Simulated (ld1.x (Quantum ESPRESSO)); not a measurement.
**Transferability test, TM potential for lead**

lead, norm-conserving Troullier–Martins (Kleinman–Bylander form), made with ld1.x (Quantum ESPRESSO) 7.5 (PW91, scalar-relativistic). Core [Xe] 4f14 5d10, reference 6s2 6p2. Waves: 6s (bound): rc 2.10 bohr; 6p (bound): rc 2.15 bohr. Local part: all-electron potential smoothed inside 1.85 bohr (lloc = -1). Core correction: a·sin(br)/r model core inside 1.15 bohr.

Energies are relative to the spin-unpolarised reference configuration 6s2 6p2; without spin polarisation the order of configurations can differ from experiment.

**Question.** Give the all-electron excitation energy and the error of the potential for: 6s2 6p1; 6s2 6p0; 6s1 6p0; 6s1 6p2; 6s1 6p3; 6s0 6p4; 6s2 6p1.5.

**Answer.**

```tsv
valence configuration	charge	ΔE all-electron (eV)	error AE − PS (meV)
6s2 6p1	+1	6.631	-16
6s2 6p0	+2	20.152	-129
6s1 6p0	+3	52.670	-636
6s1 6p2	+1	16.189	-64
6s1 6p3	0	8.763	-31
6s0 6p4	0	17.889	-101
6s2 6p1.5	+0.5	2.517	-2.9
```

Note: ghost states, extra bound levels that the all-electron valence spectrum of the same l lacks: s at -39.8 eV, d at -4.8 eV. A true bound ghost makes a file unfit for plane-wave use.
